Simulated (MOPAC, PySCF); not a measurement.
C2H5I2In, SMILES `[I][In]([I])[CH2]C` (C–C–In–I torsion 179°), neutral singlet in the gas phase. 

Cartesian coordinates (Å):
SMILES: [CH2](C)[In]([I])[I]
```xyz
10

C     -1.2676     0.6844    -0.2454
C     -0.5198    -0.6076     0.0573
In     1.6219    -0.3725     0.2238
I      3.3205    -2.3852     0.7012
I      2.7761     2.0323    -0.0445
H     -0.9499     1.1328    -1.1984
H     -2.3521     0.5010    -0.3147
H     -1.1131     1.4444     0.5347
H     -0.8414    -1.0600     1.0078
H     -0.6746    -1.3695    -0.7217
```
Charge 0, multiplicity 1.

All levels are single points at this geometry (CAM-B3LYP-D3(BJ)/def2-SVP); Pople sets use spherical d functions. Orbital energies aren't observables, and empty levels follow the basis.

```json
[
 {"level": "CAM-B3LYP-D3(BJ)/def2-TZVP in PySCF", "HOMO (eV)": "-8.63", "LUMO (eV)": "-1.09", "gap (eV)": "7.54", "dipole (D)": "3.20", "vertical IE, Delta-SCF (eV)": "–"},
 {"level": "PBE-D3(BJ)/def2-TZVP in PySCF", "HOMO (eV)": "-6.30", "LUMO (eV)": "-2.75", "gap (eV)": "3.55", "dipole (D)": "3.16", "vertical IE, Delta-SCF (eV)": "–"},
 {"level": "TPSSh-D3(BJ)/def2-TZVP in PySCF", "HOMO (eV)": "-6.83", "LUMO (eV)": "-2.33", "gap (eV)": "4.50", "dipole (D)": "3.21", "vertical IE, Delta-SCF (eV)": "8.94"},
 {"level": "B3LYP/6-31G* (LANL2DZ on I, In) in PySCF", "HOMO (eV)": "-7.29", "LUMO (eV)": "-2.14", "gap (eV)": "5.16", "dipole (D)": "3.83", "vertical IE, Delta-SCF (eV)": "9.27"},
 {"level": "B3LYP/LANL2DZ in PySCF", "HOMO (eV)": "-7.30", "LUMO (eV)": "-2.16", "gap (eV)": "5.14", "dipole (D)": "3.81", "vertical IE, Delta-SCF (eV)": "–"},
 {"level": "BP86/6-31G* (LANL2DZ on I, In) in PySCF", "HOMO (eV)": "-6.56", "LUMO (eV)": "-2.80", "gap (eV)": "3.76", "dipole (D)": "3.82", "vertical IE, Delta-SCF (eV)": "–"},
 {"level": "M06-2X/6-31G* (LANL2DZ on I, In) in PySCF", "HOMO (eV)": "-8.46", "LUMO (eV)": "-1.48", "gap (eV)": "6.98", "dipole (D)": "3.87", "vertical IE, Delta-SCF (eV)": "–"},
 {"level": "SVWN5/6-31G* (LANL2DZ on I, In) in PySCF", "HOMO (eV)": "-6.53", "LUMO (eV)": "-2.77", "gap (eV)": "3.76", "dipole (D)": "3.80", "vertical IE, Delta-SCF (eV)": "–"},
 {"level": "HF/6-31G* (LANL2DZ on I, In) in PySCF", "HOMO (eV)": "-9.94", "LUMO (eV)": "0.50", "gap (eV)": "10.44", "dipole (D)": "4.17", "vertical IE, Delta-SCF (eV)": "9.27"},
 {"level": "AM1 in MOPAC", "HOMO (eV)": "-10.01", "LUMO (eV)": "-2.49", "gap (eV)": "7.52", "dipole (D)": "1.87", "vertical IE, Delta-SCF (eV)": "–"},
 {"level": "PM3 in MOPAC", "HOMO (eV)": "-10.68", "LUMO (eV)": "-3.40", "gap (eV)": "7.28", "dipole (D)": "3.84", "vertical IE, Delta-SCF (eV)": "–"},
 {"level": "PM6 in MOPAC", "HOMO (eV)": "-9.82", "LUMO (eV)": "-2.30", "gap (eV)": "7.53", "dipole (D)": "3.46", "vertical IE, Delta-SCF (eV)": "–"},
 {"level": "PM7 in MOPAC", "HOMO (eV)": "-9.50", "LUMO (eV)": "-1.19", "gap (eV)": "8.31", "dipole (D)": "3.90", "vertical IE, Delta-SCF (eV)": "–"}
]
```
